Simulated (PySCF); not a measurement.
Kr³⁺: script and output

File input.py (PySCF 2.14):

```python
from pyscf import gto, scf, mp

mol = gto.M(
    atom='Kr 0 0 0',
    basis='jorge-tzp-dkh',
    charge=3,
    spin=3,
    verbose=4,
)
mf = scf.UHF(mol)
mf = mf.sfx2c1e()
mf.kernel()
mp.MP2(mf).kernel()
mf.dip_moment()
print('orbital energies (hartree):', [e[max(0, n-3):n+3].round(4) for e, n in zip(mf.mo_energy, mol.nelec)])
```

```bash
$ python input.py
```

Output (some set-up lines and the per-cycle HOMO/LUMO lines with their warnings removed):

```
PySCF version 2.14.0

[INPUT] verbose = 4
[INPUT] num. atoms = 1
[INPUT] num. electrons = 33
[INPUT] charge = 3
[INPUT] spin (= nelec alpha-beta = 2S) = 3
[INPUT] symmetry False subgroup None
[INPUT] Mole.unit = angstrom
[INPUT] Symbol           X                Y                Z      unit          X                Y                Z       unit  Magmom
[INPUT]  1 Kr     0.000000000000   0.000000000000   0.000000000000 AA    0.000000000000   0.000000000000   0.000000000000 Bohr   0.0

nuclear repulsion = 0
number of shells = 21
number of NR pGTOs = 108
number of NR cGTOs = 65
basis = jorge-tzp-dkh
ecp = {}

******** <class 'pyscf.x2c.sfx2c1e.sfX2C1eUHF'> ********
method = sfX2C1eUHF
initial guess = minao
damping factor = 0
level_shift factor = 0
DIIS = <class 'pyscf.scf.diis.CDIIS'>
diis_start_cycle = 1
diis_space = 8
diis_damp = 0
SCF conv_tol = 1e-09
SCF conv_tol_grad = None
SCF max_cycles = 50
direct_scf = True
direct_scf_tol = 1e-13
number electrons alpha = 18  beta = 15

******** <class 'pyscf.x2c.sfx2c1e.SpinFreeX2CHelper'> ********
approx = 1e
xuncontract = 1
Set gradient conv threshold to 3.16228e-05
init E= -2788.10386448286

cycle= 1 E= -2785.30493958223  delta_E=  2.8  |g|= 0.686  |ddm|= 1.15
cycle= 2 E= -2785.52813213624  delta_E= -0.223  |g|= 0.36  |ddm|= 1.06
cycle= 3 E= -2785.53856801779  delta_E= -0.0104  |g|= 0.065  |ddm|= 0.129
cycle= 4 E= -2785.53946240504  delta_E= -0.000894  |g|= 0.0109  |ddm|= 0.0644
cycle= 5 E= -2785.53949994714  delta_E= -3.75e-05  |g|= 0.00133  |ddm|= 0.0174
cycle= 6 E= -2785.53950089265  delta_E= -9.46e-07  |g|= 0.000169  |ddm|= 0.00391
cycle= 7 E= -2785.53950090716  delta_E= -1.45e-08  |g|= 5.59e-06  |ddm|= 0.000563
cycle= 8 E= -2785.53950090717  delta_E= -6.37e-12  |g|= 7.93e-07  |ddm|= 7.32e-06
Extra cycle  E= -2785.53950090717  delta_E=    0  |g|= 2.12e-07  |ddm|= 8.7e-07
converged SCF energy = -2785.53950090717  <S^2> = 3.7504407  2S+1 = 4.0002203

******** <class 'pyscf.mp.ump2.UMP2'> ********
nocc = (np.int64(18), np.int64(15)), nmo = (65, 65)
E(UMP2) = -2786.49328574836  E_corr = -0.953784841197988
E(SCS-UMP2) = -2786.40317161642  E_corr = -0.863670709251454
E_corr(same-spin) = -0.324082038676306
E_corr(oppo-spin) = -0.629702802521682
Dipole moment(X, Y, Z, Debye): -0.00000, -0.00000, -0.00000
orbital energies (hartree): [array([-1.88  , -1.88  , -1.88  , -0.4508, -0.4508, -0.4508]), array([-5.2097, -5.2097, -2.2356, -1.2344, -1.2344, -1.2344])]
```

In short: E(SCF) = -2785.539501 Eh, 8 cycles, E(MP2) − E(SCF) = -0.95378 Eh, ⟨S²⟩ = 3.750.

Wall time 1.1 s on one thread of a shared host.

No search for the lowest solution was made.
